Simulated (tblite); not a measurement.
Compound: C3H8Cl2OSi2.
Numbering: `[CH2:1]=[CH:2][O:3][Si@H:4]([Cl:5])[CH2:6][SiH2:7][Cl:8]` (hydrogens: H9, H10 on C1; H11 on C2; H12 on Si4; H13, H14 on C6; H15, H16 on Si7)

Structure optimised with GFN2-xTB, isolated species.

(1) List the bond lengths, angles and torsions at this level.

Answers

(1) 
```csv
bond,length (pm),order
C1=C2,132.0,double
C2–O3,135.4,single
O3–Si4,162.5,single
Si4–Cl5,202.1,single
Si4–C6,188.9,single
C6–Si7,190.1,single
Si7–Cl8,202.2,single
C1–H9,107.3,single
C1–H10,107.5,single
C2–H11,108.4,single
Si4–H12,146.0,single
C6–H13,108.9,single
C6–H14,109.1,single
Si7–H15,145.9,single
Si7–H16,146.1,single
```

Orders are formal, as drawn. A selection of angles:
```csv
angle,degrees
C2–C1–H9,120.8
C2–C1–H10,121.1
H9–C1–H10,118.0
C1–C2–O3,121.9
C1–C2–H11,122.7
O3–C2–H11,115.3
C2–O3–Si4,133.2
O3–Si4–Cl5,110.3
O3–Si4–C6,102.7
O3–Si4–H12,109.4
Cl5–Si4–C6,112.7
Cl5–Si4–H12,107.2
C6–Si4–H12,114.6
Si4–C6–Si7,112.9
Si4–C6–H13,108.7
Si4–C6–H14,110.2
Si7–C6–H13,110.2
Si7–C6–H14,108.9
H13–C6–H14,105.7
C6–Si7–Cl8,107.8
C6–Si7–H15,111.9
C6–Si7–H16,110.7
Cl8–Si7–H15,107.0
Cl8–Si7–H16,107.5
H15–Si7–H16,111.7
```

Dihedral angles: C1–C2–O3–Si4 -165° (antiperiplanar); C2–O3–Si4–Cl5 -37° (synclinal); O3–Si4–C6–Si7 -31° (synclinal); Si4–C6–Si7–Cl8 -171° (antiperiplanar).

Of the pairs four or more bonds apart, Cl5···H11 is among the closest relative to their van der Waals radii: 3.05 Å, 103 % of the sum of Bondi's values. Si7 (chlorine-bound silicon) is tetrahedral (angles from 107.0° to 111.9°). Si4 (chlorine-bound silicon) is distorted tetrahedral (angles from 102.7° to 114.6°). O3 (silyl ether oxygen) is bent (angle 133.2°).

Point group: C1 (no symmetry element, even within 0.4 Å). Its lowest GFN2-xTB frequency is 14 cm⁻¹, too small to tell a flat minimum from a shallow saddle. One conformer, not necessarily the lowest. 3 starts were optimised and ended at 0.00, 0.18 and 0.34 kcal/mol (GFN2-xTB); the lowest of these is shown.

The numbers are calculated, not measured.
